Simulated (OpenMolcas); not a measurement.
# Levels of Kr6+ by method

| Item | Value |
| --- | --- |
| Program | OpenMolcas |
| Basis | ANO-RCC-VQZP [7s6p4d2f1g] |
| Scalar Hamiltonian | DKH2, point nucleus |
| Active space | 2 electrons in 8 orbitals (4s 4p 5s 5p) |
| State averaging | 2S+1 = 3 even, 3 roots; 2S+1 = 1 even, 6 roots; 2S+1 = 3 odd, 3 roots; 2S+1 = 1 odd, 3 roots |
| Spin-orbit coupling | RASSI with atomic mean-field integrals over the reference wave functions, term energies averaged over their components |

Methods on the same reference wave functions:
A. CASSCF
B. SS-CASPT2, IPEA 0.25 Eh, imaginary shift 0.1 Eh (closed shells correlated: 3d)
C. XMS-CASPT2, IPEA 0.25 Eh, imaginary shift 0.1 Eh (closed shells correlated: 3d)

Energies in cm⁻¹ above 4s² ¹S₀, the measured ground level; measured values from Saloman, J. Phys. Chem. Ref. Data 36, 215 (2007).

```json
{"Level": "4s² ¹S₀", "A": "0.0", "B": "0.0", "C": "0.0", "Measured": "0.0"}
{"Level": "4s 4p ³P°₀", "A": "115483", "B": "115560", "C": "115730", "Measured": "117390"}
{"Level": "4s 4p ³P°₁", "A": "117992", "B": "118030", "C": "118190", "Measured": "120095"}
{"Level": "4s 4p ³P°₂", "A": "123647", "B": "123730", "C": "123890", "Measured": "126553"}
{"Level": "4s 4p ¹P°₁", "A": "182814", "B": "172490", "C": "172000", "Measured": "170835"}
```

Deviations, from unrounded energies. A percentage is the sum of absolute deviations over the sum of measured energies, with the sign that they share, or ± where signs differ.

```csv
Against measurement,Levels,A,B,C
mean absolute deviation (cm-1),4,4700,2100,1800
other configurations (%),4,±3.5,±1.6,±1.4
```

C lies closest to measurement on these levels and A furthest from it. The largest miss of C in the table is 4s 4p ³P°₂, by -2700 cm-1. The ranking rests on the paired levels alone, and a cruder setting can come out closer through cancelling errors.

Between B and C the level of the table that moves most is 4s 4p ¹P°₁, by 490 cm-1 (lowest in C, highest in B). Moves below CASPT2's spread within the term are not significant.

The lowest spin-free term lies below A's lowest term by 0.080 hartree in B, 0.082 hartree in C.

Over all roots computed the reference weight is 0.93 to 0.99 in B, 0.85 to 0.99 in C; the roots of lowest weight are the least certain, and an intruder state may touch them. Active for correlation alone: 5p 5s; no level in the range computed is led by a configuration that fills them, so any true level of that kind is missing. Measured partners are found by configuration, term and J. A level has none where our copy of the source lacks it or the pairing is in doubt (some pairs that miss far off the trend of their configuration count as doubtful), and it then counts in no deviation. Levels of configurations outside the active space are missing. The table leaves out levels that lie high or whose names do not pair safely across all columns.

° marks odd parity.
